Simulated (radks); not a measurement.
The numbers below are computed, except where a source is named.
All-electron atom: the indium ion In46+ in [He] 2s1. Level of theory: scalar-relativistic Kohn-Sham, BLYP, spin-polarised, spherical densities, finite nucleus; open shells are filled with parallel spins first (spin-orbit coupling, left out, can overturn this in heavy ions); Fermi nuclear charge, rms radius 4.6156 fm (a radial shooting solver on a logarithmic mesh with Libxc functionals).

Unscreened Slater integrals over Kohn-Sham orbitals (hartree). They are taken over the spin-up orbitals. Empty in this configuration: 2p.

\begin{tabular}{lr}
integral & value \\ \hline
F0(2s,2s) & 7.5133 \\
F0(2s,1s) & 10.547 \\
G0(2s,1s) & 1.0950 \\
F0(2s,2p) & 8.0070 \\
G1(2s,2p) & 4.4635 \\
F0(1s,1s) & 31.906 \\
F0(1s,2p) & 11.862 \\
G1(1s,2p) & 2.3958 \\
F0(2p,2p) & 8.8080 \\
F2(2p,2p) & 4.2275 \\
\end{tabular}
